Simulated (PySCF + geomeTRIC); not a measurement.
Level of theory: r2SCAN-D4/def2-TZVP (PySCF + geomeTRIC). fastk is a local helper that only speeds up exchange builds. No frequencies were computed at this level.

```python
import json, numpy as np
from pyscf import gto, dft
from fastk import lowrank_exchange
atoms = """
N      1.811338    -0.404146     0.611922
C      0.552832    -0.140766     0.195320
C     -0.537960     0.082358    -0.259583
N     -1.768754     0.235909    -0.796606
H      2.528453    -0.070542    -0.021288
H      1.990848    -0.118132     1.566930
H     -2.364524    -0.576429    -0.689469
H     -2.236054     1.085795    -0.503934
"""
def scf(charge, spin, dm0=None):
    mol = gto.M(atom=atoms, basis='def2-tzvp', ecp={}, charge=charge, spin=spin, verbose=3, max_memory=5040)
    mf = dft.KS(mol, xc='r2scan').density_fit(auxbasis="def2-universal-jkfit")
    mf.disp = 'd4'
    mf.grids.level = 4
    mf.conv_tol = 1e-8
    mf.max_cycle = 60
    mf.kernel(dm0)
    if not mf.converged:
        mf = mf.newton().run(mf.mo_coeff, mf.mo_occ).undo_soscf()
    return mf
mf = scf(0, 0)
from pyscf.geomopt.geometric_solver import kernel as optimize
path = []
done, mol = optimize(mf, maxsteps=80, assert_convergence=False, callback=lambda env: path.append((env["energy"], bool(env["g_scanner"].converged))))
res = dict(converged=bool(done and path[-1][1]), energy=path[-1][0], path=[e for e, c in path], xyz=mol.atom_coords(unit="Angstrom").tolist(), nao=mol.nao)
json.dump(res, open("result.json", "w"))
```

Output:

```
converged SCF energy = -188.004905202382
Geometry optimization cycle 1
converged SCF energy = -188.004905194184
cycle 1: E = -188.004905194  dE = -188.005  norm(grad) = 0.0204973
Geometry optimization cycle 2
converged SCF energy = -188.005339970314
cycle 2: E = -188.00533997  dE = -0.000434776  norm(grad) = 0.0083022
Geometry optimization cycle 3
converged SCF energy = -188.005504746215
cycle 3: E = -188.005504746  dE = -0.000164776  norm(grad) = 0.00374974
Geometry optimization cycle 4
converged SCF energy = -188.005604509519
cycle 4: E = -188.00560451  dE = -9.97633e-05  norm(grad) = 0.00335748
Geometry optimization cycle 5
converged SCF energy = -188.005626165524
cycle 5: E = -188.005626166  dE = -2.1656e-05  norm(grad) = 0.00194657
Geometry optimization cycle 6
converged SCF energy = -188.005637377087
cycle 6: E = -188.005637377  dE = -1.12116e-05  norm(grad) = 0.00116259
Geometry optimization cycle 7
converged SCF energy = -188.005644947844
cycle 7: E = -188.005644948  dE = -7.57076e-06  norm(grad) = 0.00138236
Geometry optimization cycle 8
converged SCF energy = -188.005653196911
cycle 8: E = -188.005653197  dE = -8.24907e-06  norm(grad) = 0.0013544
Geometry optimization cycle 9
converged SCF energy = -188.005657210276
cycle 9: E = -188.00565721  dE = -4.01337e-06  norm(grad) = 0.000686909
Geometry optimization cycle 10
converged SCF energy = -188.005658289993
cycle 10: E = -188.00565829  dE = -1.07972e-06  norm(grad) = 0.000129869
Geometry optimization cycle 11
converged SCF energy = -188.005658501501
cycle 11: E = -188.005658502  dE = -2.11508e-07  norm(grad) = 0.000119797
<class 'geometric.internal.Distance'> : 7
<class 'geometric.internal.Angle'> : 6
<class 'geometric.internal.LinearAngle'> : 4
<class 'geometric.internal.Dihedral'> : 4
<class 'geometric.internal.TranslationX'> : 1
<class 'geometric.internal.TranslationY'> : 1
<class 'geometric.internal.TranslationZ'> : 1
<class 'geometric.internal.RotationA'> : 1
<class 'geometric.internal.RotationB'> : 1
<class 'geometric.internal.RotationC'> : 1
Step    0 : Gradient = 7.247e-03/1.351e-02 (rms/max) Energy = -188.0049051942
Step    1 : Displace = 2.105e-02/3.251e-02 (rms/max) Trust = 1.000e-01 (=) Grad = 2.935e-03/4.162e-03 (rms/max) E (change) = -188.0053399703 (-4.348e-04) Quality = 1.205
Step    2 : Displace = 1.129e-02/1.524e-02 (rms/max) Trust = 1.414e-01 (+) Grad = 1.326e-03/1.846e-03 (rms/max) E (change) = -188.0055047462 (-1.648e-04) Quality = 1.473
Step    3 : Displace = 1.223e-02/1.481e-02 (rms/max) Trust = 2.000e-01 (+) Grad = 1.187e-03/2.011e-03 (rms/max) E (change) = -188.0056045095 (-9.976e-05) Quality = 1.239
Step    4 : Displace = 5.584e-03/6.086e-03 (rms/max) Trust = 2.828e-01 (+) Grad = 6.882e-04/1.066e-03 (rms/max) E (change) = -188.0056261655 (-2.166e-05) Quality = 1.419
Step    5 : Displace = 5.510e-03/7.307e-03 (rms/max) Trust = 3.000e-01 (+) Grad = 4.110e-04/6.232e-04 (rms/max) E (change) = -188.0056373771 (-1.121e-05) Quality = 1.401
Step    6 : Displace = 5.268e-03/7.228e-03 (rms/max) Trust = 3.000e-01 (=) Grad = 4.887e-04/6.855e-04 (rms/max) E (change) = -188.0056449478 (-7.571e-06) Quality = 1.514
Step    7 : Displace = 6.972e-03/9.347e-03 (rms/max) Trust = 3.000e-01 (=) Grad = 4.789e-04/6.901e-04 (rms/max) E (change) = -188.0056531969 (-8.249e-06) Quality = 1.356
Step    8 : Displace = 3.692e-03/4.534e-03 (rms/max) Trust = 3.000e-01 (=) Grad = 2.429e-04/3.524e-04 (rms/max) E (change) = -188.0056572103 (-4.013e-06) Quality = 1.253
Step    9 : Displace = 9.298e-04/1.171e-03 (rms/max) Trust = 3.000e-01 (=) Grad = 4.592e-05/6.687e-05 (rms/max) E (change) = -188.0056582900 (-1.080e-06) Quality = 1.155
Step   10 : Displace = 8.863e-04/1.091e-03 (rms/max) Trust = 3.000e-01 (=) Grad = 4.235e-05/6.508e-05 (rms/max) E (change) = -188.0056585015 (-2.115e-07) Quality = 1.147
Converged! =D
```

Cost: around 4 core-minutes (rough).
